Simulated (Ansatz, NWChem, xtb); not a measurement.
# Redistribution: CH2BrCl + C2H4FI → CH2BrI + C2H4ClF

Species: CH2BrCl (bromochloromethane) `ClCBr`, singlet; C2H4FI `FCCI`, singlet; CH2BrI (bromoiodomethane) `BrCI`, singlet; C2H4ClF (1-chloro-2-fluoroethane) `FCCCl`, singlet. The partners trade Cl for I; both sit on C, so the bond types are kept.

Shapes, held fixed at every level: PBE0-D4/def2-TZVP. Flexible molecules stand in one conformer, not always the lowest. Programs: Ansatz 0.2.0, NWChem 7.3.0, xtb 6.7.1. The zero-point and thermal change to 298 K, harmonic and unscaled (PBE0-D4/def2-TZVP), is -0.5 kJ/mol.

| level | kind | ΔH(298 K) (kJ/mol) | less CCSD(T)/def2-TZVPP |
| --- | --- | --- | --- |
| GFN2-xTB | semi-empirical | +13.0 | +7.2 |
| PBE0/def2-SVP | global hybrid | +3.2 | -2.6 |
| B3LYP-D4/def2-TZVPP | global hybrid | +4.3 | -1.5 |
| PBE0-D4/def2-TZVPP | global hybrid | +4.9 | -0.9 |
| r2SCAN0-D4/def2-TZVPP | global hybrid | +5.1 | -0.7 |
| wB97M-V/def2-TZVPP | range-separated hybrid | +4.8 | -1.0 |
| MP2/def2-SVP | perturbation theory | +3.7 | -2.1 |
| CCSD/def2-SVP | coupled cluster or CI | +3.4 | -2.4 |
| CCSD(T)/def2-TZVPP | coupled cluster or CI | +5.8 | 0.0 |

The highest level, CCSD(T)/def2-TZVPP, gives ΔH(298 K) = +5.8 kJ/mol; the levels span +3.2 to +13.0. The column of differences is taken from that level and isn't an error. No measured value is set beside it here. For atoms past krypton def2 sets carry core potentials with scalar relativity. Relativity is left out for Br. Outer-core shells of Br, I are correlated, in sets that cover them unevenly.
